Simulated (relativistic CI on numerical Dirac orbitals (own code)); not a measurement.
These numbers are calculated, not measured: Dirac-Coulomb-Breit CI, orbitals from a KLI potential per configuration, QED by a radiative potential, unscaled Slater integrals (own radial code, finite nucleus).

The strongest absorption lines from the ground level of an ion, among the configurations computed and to levels below about 8360 eV (vacuum wavelength in nm, gf): 0.14901 (0.24), 0.19191 (0.15), 0.19252 (0.37), 0.19335 (0.16), 0.19564 (1.1), 0.19743 (0.5), 1.7527 (0.23), 1.7546 (0.14).

Q: Which ion is it?
A. Ce⁵⁵⁺
B. Ce⁵³⁺
C. Dy⁶¹⁺
D. Sn⁴⁵⁺

A: B. Ce⁵³⁺ has 5 electrons and the ground level 2s²2p ²P°1/2; the strongest line goes to 2s²3d ²D3/2. The pattern of lines fixes the number of electrons, and along that sequence the line energies rise steadily with the charge (about as its square where n changes within one kind of shell, about linearly where n is kept but much faster in heavy ions where fine structure, which grows about as Z⁴, sets the gap, and irregularly where shells cross), which fixes Z. Configurations outside the model, such as inner-shell arrays, can give stronger lines. At this charge energies of transitions that change n are usually good to better than 1 %, and those within a shell (Δn = 0) to a few per cent.

LS names give the leading component of a level, which can be under half, so a name can repeat, a term be missing and a line seem to break the LS rules.
